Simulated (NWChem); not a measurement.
phosphorus nitride (PN); SMILES N#P

```xyz
2

N      0.0000     0.0000     1.0049
P      0.0000     0.0000    -0.4745
```
Atoms are numbered in this order, from 1.

Geometry: optimised at PBE0-D3(BJ)/def2-TZVP.

 Unshifted, non-relativistic core excitations; the lowest 4 roots alone, so stronger bands may lie above.

Task: List the first N K-edge excitations from PBE0/cc-pVTZ, restricted-window TDA (NWChem).

Result: 
```
state  energy (eV)  dipole oscillator strength           leading excitation (squared amplitude)
-----  -----------  --------------------------  -----------------------------------------------
S1           387.0                      0.0461    1s of atom 1 or its equivalents → LUMO (0.99)
S2           387.0                      0.0461  1s of atom 1 or its equivalents → LUMO+1 (0.99)
S3           392.0                      0.0108  1s of atom 1 or its equivalents → LUMO+2 (0.99)
S4           397.1                      0.0112  1s of atom 1 or its equivalents → LUMO+3 (0.92)
```
